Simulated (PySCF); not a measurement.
Species: ClGaH2.
Numbering: `[Cl:1][GaH2:2]` (hydrogens: H3, H4 on Ga2)

Computed with PBE0-D3(BJ)/def2-SVP geometry optimisation, gas phase in PySCF 2.14.0.

Q: What internal coordinates does the optimisation give?

A: 
```csv
bond,length (bohr),order
Cl1–Ga2,4.072,single
"Ga2–H3, Ga2–H4",2.945,single
```

Bonds in one row agree within 0.02 bohr and their mean is given. Orders are formal, as drawn. A selection of angles:
```csv
angle,degrees
Cl1–Ga2–H3,115.0
H3–Ga2–H4,130.1
```

Ga2 (gallium bonded to Cl and 2 H) is planar (angles 130.1°, 115.0° and 114.9°, sum 360.0°, 0.00 Å off the plane of its three neighbours).

Point group: C2v (tolerance 0.08 Å). Not checked by PBE0-D3(BJ)/def2-SVP frequencies.


[RuO3N]- (charge -1 and singlet state).
Bonds: Ru1–O2, Ru1–O3, Ru1–O4, Ru1–N5.

Method used: PBE0-D3(BJ)/def2-SVP geometry optimisation, gas phase, def2 core potentials past Kr (PySCF 2.14.0).

What internal coordinates does the optimisation give?

```tsv
bond	length (pm)
Ru1–O2, Ru1–O3, Ru1–O4	171.4
Ru1–N5	163.7
```

Bonds in one row agree within 1 pm and their mean is given. A selection of angles:
```tsv
angle	degrees
O2–Ru1–O3	110.3
O2–Ru1–N5	108.7
O3–Ru1–N5	108.5
```

Ru1 (ruthenium bonded to N and 3 O) is tetrahedral (angles from 108.5° to 110.4°). All 3 O–Ru bonds measure 1.713 to 1.714 Å.

Point group: C3v (tolerance 0.08 Å). Whether it is a minimum is left open (no frequencies). The geometry's basis has no diffuse functions, a weakness for an anion.
